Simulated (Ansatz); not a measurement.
TiCl3 was relaxed with r2SCAN-D4 (def2-SVP) in Ansatz in these states: charge +1 singlet, neutral doublet. The geometries follow in no particular order.

A:

```xyz
4

Ti   -0.064   -0.283    0.436
Cl   -1.538   -0.827   -0.972
Cl    1.852   -0.657   -0.365
Cl   -0.250    1.767    0.900
```

B:

Cartesian coordinates in Å:
```
Ti -0.006 -0.003 -0.004
Cl -0.480 -1.149 1.799
Cl -0.836 2.003 -0.273
Cl 1.322 -0.850 -1.521
```

Question: Judge from the bond lengths which geometry belongs to which state (an estimate).

Answer: A is the charge +1 singlet (Ti1–Cl2 2.110 Å, Ti1–Cl3 2.110 Å, Ti1–Cl4 2.110 Å); B is the neutral doublet (Ti1–Cl2 2.188 Å, Ti1–Cl3 2.188 Å, Ti1–Cl4 2.188 Å).
